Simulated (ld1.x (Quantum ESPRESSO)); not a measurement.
## An all-electron radial function and its pseudo partner (F (Z = 9))

Columns: radius, all-electron u(r) and pseudo u(r) of the 2s shell (level -29.90 eV) of fluorine in the configuration [He] 2s2 2p5; PBE, scalar-relativistic, RRKJ scheme, ld1.x (Quantum ESPRESSO) 7.5.

| r (bohr) | all-electron | pseudo |
| --- | --- | --- |
| 0.045 | 0.3615 | -0.0216 |
| 0.090 | 0.4522 | -0.0506 |
| 0.135 | 0.3911 | -0.0930 |
| 0.180 | 0.2507 | -0.1524 |
| 0.225 | 0.0753 | -0.2297 |
| 0.270 | -0.1083 | -0.3225 |
| 0.315 | -0.2845 | -0.4261 |
| 0.360 | -0.4447 | -0.5341 |
| 0.405 | -0.5848 | -0.6398 |
| 0.450 | -0.7036 | -0.7371 |
| 0.495 | -0.8009 | -0.8214 |
| 0.540 | -0.8780 | -0.8903 |
| 0.585 | -0.9366 | -0.9434 |
| 0.630 | -0.9786 | -0.9816 |
| 0.675 | -1.0061 | -1.0069 |
| 0.720 | -1.0212 | -1.0212 |
| 0.765 | -1.0257 | -1.0257 |
| 0.810 | -1.0214 | -1.0214 |
| 0.855 | -1.0099 | -1.0099 |
| 0.900 | -0.9924 | -0.9924 |
| 0.945 | -0.9703 | -0.9703 |
| 0.990 | -0.9445 | -0.9445 |
| 1.035 | -0.9159 | -0.9159 |
| 1.080 | -0.8852 | -0.8852 |
| 1.125 | -0.8531 | -0.8531 |
| 1.170 | -0.8201 | -0.8201 |

(1) How many radial nodes do the two functions have?

(2) At about which radius was the pseudo-wave matched?

(3) Where does each function peak?

(4) Is the pseudo-wave norm-conserving?

Answers

(1) The all-electron 2s function has n − l − 1 = 1; the pseudo-wave has 0, since the states of the same l below it are removed with the core.

(2) 0.75 bohr, where the columns begin to agree (steps of 0.04 bohr).

(3) Outermost all-electron maximum near 0.77 bohr, pseudo maximum near 0.77 bohr (to the table’s step).

(4) Yes: the RRKJ scheme keeps the norm inside the radius equal to the all-electron one, which fixes the energy derivative of the logarithmic derivative at the level.
